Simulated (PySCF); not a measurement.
Work out the structure from these simulated measurements.

Formula: C5H13PSi.

* Triplet: lowest triplet excitation (Tamm–Dancoff): 2.82 eV [TDA PBE0/def2-SVPD]
* UV, strongest line: among the 6 lowest singlet transitions: S2 at 5.27 eV (235 nm, f = 0.153) [TDDFT PBE0/def2-SVPD]
* Rotational structure: rotational constants A, B, C: 2.586, 1.034, 0.983 GHz [GFN2-xTB]
* Dipole: 1.50 D [PBE0/def2-SVPD]
* NMR, other nuclei: isotropic shieldings of nuclei other than C and H, by class: 350 (1 Si), -21 (1 P) ppm [GIAO PBE0/pcSseg-1]
* Polarisability: 112.9 au [PBE0/def2-SVPD]
* UV, first state: lowest singlet excitation: 4.54 eV (273 nm, f = 0.008) [TDDFT PBE0/def2-SVPD]
* 13C NMR: chemical shifts (computed TMS as zero) by class: 181.1 (1 C), 31.7 (1 C), -1.1 (3 C) ppm [GIAO PBE0/pcSseg-1]

Electronic properties: PySCF, gas phase, density fitting. Levels stand in brackets. NMR shifts are as computed; neighbouring signals can stand in another order in a measured spectrum. One conformer (not necessarily the lowest) at the GFN2-xTB geometry, without solvent, vibrations or thermal averaging. Each NMR value is the plain mean over a class of atoms that symmetry, rotation or inversion makes alike.

Question: Give a SMILES that accounts for the data.

Answer: Numbering: `[CH2:1]=[P:2][CH2:3][Si:4]([CH3:5])([CH3:6])[CH3:7]`. 5 carbons fall into 3 classes; from least to most shielded: carbon bonded to P and 2 H [C1] (181.1 ppm), sp3 carbon bound to silicon [C3] (31.7 ppm), Si-methyl carbon [C5/C6/C7] (-1.1 ppm, 3 C, up to 3.8 ppm apart in this geometry). The other shieldings belong to: 350 ppm, four-coordinate silicon [Si4]; -21 ppm, phosphorus bonded to 2 C [P2]. S1 is mainly HOMO−1→LUMO (weight 0.86); the largest Löwdin shares of the orbital it empties are 0.57 on the phosphorus bonded to 2 C, 0.16 on the sp3 carbon bound to silicon and 0.14 on the carbon bonded to P and 2 H, of the orbital it fills 0.43 on the phosphorus bonded to 2 C, 0.34 on the carbon bonded to P and 2 H and 0.08 on the sp3 carbon bound to silicon. The optimised geometry has point group C1 and is an asymmetric top. Structure: `C=PC[Si](C)(C)C`. Computed isomers that give other values at the same levels: `C=CP[Si](C)(C)C` (13C chemical shifts (computed TMS as zero) by class: 139.0 (1 C), 129.9 (1 C), -0.1 (3 C) ppm); `[SiH3]PC1CCCC1` (13C chemical shifts (computed TMS as zero) by class: 38.4 (2 C), 35.6 (1 C), 28.0 (2 C) ppm); `C[SiH2]P(C)C1CC1` (13C chemical shifts (computed TMS as zero) by class: 10.9 (1 C), 9.9 (1 C), 6.6 (2 C), -7.6 (1 C) ppm). The assignments are read from this structure; whether some other isomer fits the data as well wasn't checked.

The values belong to the conformer `[CH2:1]=[P:2][CH2:3][Si:4]([CH3:5])([CH3:6])[CH3:7]`: C1–P2–C3–Si4 -91°, P2–C3–Si4–C5 -174°.
